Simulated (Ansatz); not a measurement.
Basis sets compared for Si6O⁺. The state is a doublet with charge 1. Geometry r2SCAN-D4/def2-SVP. Ansatz on 4 threads of Arm Neoverse V2 on a shared host; times are rough, and most runs start from earlier orbitals.

Cartesian coordinates in Å:
```
O 1.672 -0.230 0.067
Si -1.503 -0.040 -0.471
Si -1.190 -1.284 1.563
Si 0.783 0.410 -1.461
Si -0.629 2.201 -0.523
Si 0.410 0.572 1.065
Si 0.457 -1.630 -0.240
```

Another isomer (doublet) lies 0.19 eV lower at PBE0-D4/def2-TZVP; other spin states weren't run for this one.

| level | functions | energy (Eh) | HOMO (eV) | LUMO (eV) | wall time |
| --- | --- | --- | --- | --- | --- |
| PBE-D4/def2-SVP | 122 | -1810.3585 | -10.32 | -9.70 | 3 s |
| PBE0-D4/def2-SVP | 122 | -1810.4795 | -11.17 | -9.04 | 4.3 s |

(1) Estimate the rows for PBE-D4/def2-TZVP (with forces), PBE0-D4/def2-TZVP.

Results:

(1) 
| level | functions | energy (Eh) | HOMO (eV) | LUMO (eV) | wall time |
| --- | --- | --- | --- | --- | --- |
| PBE-D4/def2-TZVP (with forces) | 253 | -1811.0690 | -10.16 | -9.54 | 7.5 s |
| PBE0-D4/def2-TZVP | 253 | -1811.1891 | -10.99 | -8.83 | 19 s |
